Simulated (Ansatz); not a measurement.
```xyz
13

N    -1.4871    1.2676   -1.0530
Si   -1.3775   -0.4207   -0.8317
O     0.1252   -1.0127   -0.5578
Si    1.5097   -0.6657    0.2458
N     1.3216    0.0717    1.7729
H    -1.1797    1.7279   -1.8928
H    -1.5732    1.9053   -0.2806
H    -2.2312   -0.7432    0.3388
H    -1.8484   -1.0820   -2.0701
H     2.1974   -1.9631    0.4383
H     2.3071    0.2779   -0.5767
H     1.2293    1.0669    1.8810
H     1.0067   -0.4297    2.5858
```

Charge 0, multiplicity 1.

List the PBE0/def2-TZVPP orbital energies in eV (Ansatz). (An estimate is asked.)

The calculation gave: Occupied: -1802.87, -1802.87, -522.23, -390.82, -390.81, -145.06, -145.06, -99.75, -99.75, -99.73, -99.73, -99.71, -99.71, -27.48, -23.79, -23.75, -16.11, -14.30, -13.93, -13.93, -12.67, -11.37, -11.22, -10.35, -10.05, -8.90, -8.49, -7.78, -7.57. Lowest empty: 0.44, 1.06, 1.34, 1.89, 2.28, 2.50, 2.74, 2.88.
